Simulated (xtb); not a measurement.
CHO2 (SMILES O=C=[OH+]), charge +1, singlet, from a rough starting geometry; GFN2-xTB (xtb 6.7.1).

The xtb input:
```
$ xtb mol.xyz --gfn 2 --chrg 1 --opt vtight --json

# file mol.xyz
4

C      0.19908370    -0.07604252    -0.45196998
O      0.12620603    -0.12893849     0.68464867
O      0.18511368    -0.09971115    -1.62461965
H     -0.44641620     0.32666070     1.38728390
```

**Question.** Predict the main parts of the log of this xtb run.

**Answer.** 
```
   ID    Z sym.   atoms
    1    6 C      1
    2    8 O      2, 3
    3    1 H      4

           -------------------------------------------------
          |                Calculation Setup                |
           -------------------------------------------------

           -------------------------------------------------
          |                 G F N 2 - x T B                 |
           -------------------------------------------------

          ...................................................
          :                      SETUP                      :
          :.................................................:
          :  # basis functions                  13          :
          :  # atomic orbitals                  13          :
          :  # shells                            7          :
          :  # electrons                        16          :
          :  max. iterations                   250          :
          :  Hamiltonian                  GFN2-xTB          :
          :  restarted?                      false          :
          :  GBSA solvation                  false          :
          :  PC potential                    false          :
          :  electronic temp.          300.0000000     K    :
          :  accuracy                    1.0000000          :
          :  -> integral cutoff          0.2500000E+02      :
          :  -> integral neglect         0.1000000E-07      :
          :  -> SCF convergence          0.1000000E-05 Eh   :
          :  -> wf. convergence          0.1000000E-03 e    :
          :  Broyden damping             0.4000000          :
          :  net charge                          1          :
          :  unpaired electrons                  0          :
          ...................................................

 iter      E             dE          RMSdq      gap      omega  full diag
   1    -10.3523212 -0.103523E+02  0.738E+00    7.50       0.0  T
   2    -10.3679910 -0.156698E-01  0.441E+00    7.30       1.0  T
   3    -10.3669578  0.103323E-02  0.192E+00    7.42       1.0  T
   4    -10.3699854 -0.302758E-02  0.344E-01    7.19       1.0  T
   5    -10.3702475 -0.262153E-03  0.115E-01    7.25       1.0  T
   6    -10.3702551 -0.753158E-05  0.213E-02    7.27       2.3  T
   7    -10.3702556 -0.544577E-06  0.130E-02    7.26       3.9  T
   8    -10.3702560 -0.373985E-06  0.140E-03    7.26      35.8  T
   9    -10.3702560 -0.208792E-08  0.101E-03    7.26      49.3  T
  10    -10.3702560 -0.257650E-08  0.110E-04    7.26     455.8  T
  11    -10.3702560 -0.276774E-10  0.296E-05    7.26    1690.5  T

   *** convergence criteria satisfied after 11 iterations ***

         :::::::::::::::::::::::::::::::::::::::::::::::::::::
         ::                     SUMMARY                     ::
         :::::::::::::::::::::::::::::::::::::::::::::::::::::
         :: total energy             -10.248884466420 Eh    ::
         :: gradient norm              0.254039772835 Eh/a0 ::
         :: HOMO-LUMO gap              7.264298542708 eV    ::
         ::.................................................::
         :: SCC energy               -10.370255986087 Eh    ::
         :: -> isotropic ES            0.178413513868 Eh    ::
         :: -> anisotropic ES         -0.008435558102 Eh    ::
         :: -> anisotropic XC          0.001675677352 Eh    ::
         :: -> dispersion             -0.000679132383 Eh    ::
         :: repulsion energy           0.121371519667 Eh    ::
         :: add. restraining           0.000000000000 Eh    ::
         :: total charge               1.000000000000 e     ::
         :::::::::::::::::::::::::::::::::::::::::::::::::::::

      -----------------------------------------------------------
     |                   =====================                   |
     |                        A N C O P T                        |
     |                   =====================                   |
     |               Approximate Normal Coordinate               |
     |                Rational Function Optimizer                |
      -----------------------------------------------------------
      -----------------------------------------------------------
     |                   =====================                   |
     |                        A N C O P T                        |
     |                   =====================                   |
     |               Approximate Normal Coordinate               |
     |                Rational Function Optimizer                |
      -----------------------------------------------------------

          ...................................................
          :                      SETUP                      :
          :.................................................:
          :   optimization level         verytight          :
          :   max. optcycles                   200          :
          :   ANC micro-cycles                  20          :
          :   degrees of freedom                 6          :
          :.................................................:
          :   RF solver                   davidson          :
          :   write xtbopt.log                true          :
          :   linear?                        false          :
          :   energy convergence         0.1000000E-06 Eh   :
          :   grad. convergence          0.2000000E-03 Eh/α :
          :   maxmium RF displ.          1.0000000          :
          :   Hlow (freq-cutoff)         0.1000000E-01      :
          :   Hmax (freq-cutoff)         5.0000000          :
          :   S6 in model hess.         20.0000000          :
          ...................................................

generating ANC from exact Hessian ...
Using Lindh-Hessian (1995)
 Shifting diagonal of input Hessian by    3.3708419987289028E-003
 Lowest  eigenvalues of input Hessian
    0.000000    0.000000    0.000000    0.000000    0.000000    0.000000
[...]
 * total energy  :   -10.2456417 Eh     change        0.5253972E-03 Eh
 * total energy  :   -10.2605093 Eh     change       -0.1486765E-01 Eh
 * total energy  :   -10.2609788 Eh     change       -0.4694839E-03 Eh
 * total energy  :   -10.2612938 Eh     change       -0.3150114E-03 Eh
 * total energy  :   -10.2614287 Eh     change       -0.1348189E-03 Eh
 * total energy  :   -10.2615222 Eh     change       -0.9352692E-04 Eh
 * total energy  :   -10.2615521 Eh     change       -0.2994737E-04 Eh
 * total energy  :   -10.2615762 Eh     change       -0.2410394E-04 Eh
 * total energy  :   -10.2615805 Eh     change       -0.4312368E-05 Eh
 * total energy  :   -10.2615817 Eh     change       -0.1145229E-05 Eh
 * total energy  :   -10.2615824 Eh     change       -0.7199557E-06 Eh
 * total energy  :   -10.2615832 Eh     change       -0.7587576E-06 Eh
 * total energy  :   -10.2615832 Eh     change       -0.2073648E-08 Eh
   *** GEOMETRY OPTIMIZATION CONVERGED AFTER 17 ITERATIONS ***
[...]
          :  # atomic orbitals                  13          :
          :  # shells                            7          :
          :  # electrons                        16          :
          :  max. iterations                   250          :
          :  Hamiltonian                  GFN2-xTB          :
          :  restarted?                      false          :
          :  GBSA solvation                  false          :
          :  PC potential                    false          :
          :  electronic temp.          300.0000000     K    :
          :  accuracy                    1.0000000          :
          :  -> integral cutoff          0.2500000E+02      :
          :  -> integral neglect         0.1000000E-07      :
          :  -> SCF convergence          0.1000000E-05 Eh   :
          :  -> wf. convergence          0.1000000E-03 e    :
          :  Broyden damping             0.4000000          :
          :  net charge                          1          :
          :  unpaired electrons                  0          :
          ...................................................

 iter      E             dE          RMSdq      gap      omega  full diag
   1    -10.3949344 -0.103949E+02  0.199E-05    7.96       0.0  T
   2    -10.3949344 -0.174083E-12  0.109E-05    7.96    4573.7  T
   3    -10.3949344 -0.373035E-13  0.442E-06    7.96   11321.5  T

   *** convergence criteria satisfied after 3 iterations ***

         :::::::::::::::::::::::::::::::::::::::::::::::::::::
         ::                     SUMMARY                     ::
         :::::::::::::::::::::::::::::::::::::::::::::::::::::
         :: total energy             -10.261583173517 Eh    ::
         :: gradient norm              0.000009288903 Eh/a0 ::
         :: HOMO-LUMO gap              7.964595665145 eV    ::
         ::.................................................::
         :: SCC energy               -10.394934382193 Eh    ::
         :: -> isotropic ES            0.175541800763 Eh    ::
         :: -> anisotropic ES         -0.008501747800 Eh    ::
         :: -> anisotropic XC          0.001647293847 Eh    ::
         :: -> dispersion             -0.000679163239 Eh    ::
         :: repulsion energy           0.133351208676 Eh    ::
         :: add. restraining           0.000000000000 Eh    ::
         :: total charge               1.000000000000 e     ::
         :::::::::::::::::::::::::::::::::::::::::::::::::::::

           -------------------------------------------------
          |                Property Printout                |
           -------------------------------------------------

    * Orbital Energies and Occupations

         #    Occupation            Energy/Eh            Energy/eV
      -------------------------------------------------------------
         1        2.0000           -1.1104879             -30.2179
         2        2.0000           -1.0908198             -29.6827
         3        2.0000           -1.0010058             -27.2388
         4        2.0000           -0.9612321             -26.1565
         5        2.0000           -0.9609088             -26.1477
         6        2.0000           -0.8928382             -24.2954
         7        2.0000           -0.8470837             -23.0503
         8        2.0000           -0.8324775             -22.6529 (HOMO)
         9                         -0.5397840             -14.6883 (LUMO)
        10                         -0.5139543             -13.9854
        11                         -0.2783795              -7.5751
        12                          0.1120492               3.0490
        13                          1.0992205              29.9113
      -------------------------------------------------------------
                  HL-Gap            0.2926935 Eh            7.9646 eV
             Fermi-level           -0.6861308 Eh          -18.6706 eV

     #   Z          covCN         q      C6AA      α(0)
     1   6 C        1.711     0.505    20.929     7.406
     2   8 O        1.658    -0.068    15.406     5.299
     3   8 O        0.856     0.069    14.223     5.056
     4   1 H        0.802     0.494     0.345     0.922

 Mol. C6AA /au·bohr⁶  :        163.984101
 Mol. C8AA /au·bohr⁸  :       3716.517353
 Mol. α(0) /au        :         18.683516

Wiberg/Mayer (AO) data.
largest (>0.10) Wiberg bond orders for each atom

 ---------------------------------------------------------------------------
     #   Z sym  total        # sym  WBO       # sym  WBO       # sym  WBO
 ---------------------------------------------------------------------------
     1   6 C    3.927 --     3 O    2.299     2 O    1.620
     2   8 O    2.664 --     1 C    1.620     4 H    0.713     3 O    0.331
     3   8 O    2.663 --     1 C    2.299     2 O    0.331
     4   1 H    0.756 --     2 O    0.713
 ---------------------------------------------------------------------------

Topologies differ in total number of bonds
Writing topology from bond orders to xtbtopo.mol

molecular dipole:
                 x           y           z       tot (Debye)
 q only:       -0.247       0.217       0.545
   full:       -0.374       0.312       0.764       2.303
molecular quadrupole (traceless):
                xx          xy          yy          xz          yz          zz
 q only:       -1.987      -0.365      -2.246      -1.897       1.325       4.233
  q+dip:       -1.775      -0.448      -2.088      -2.317       1.698       3.864
   full:       -1.066      -0.460      -1.369      -2.089       1.591       2.436

optimized geometry written to: xtbopt.xyz

           -------------------------------------------------
          | TOTAL ENERGY              -10.261583173517 Eh   |
          | GRADIENT NORM               0.000009288903 Eh/α |
          | HOMO-LUMO GAP               7.964595665145 eV   |
           -------------------------------------------------

normal termination of xtb
```
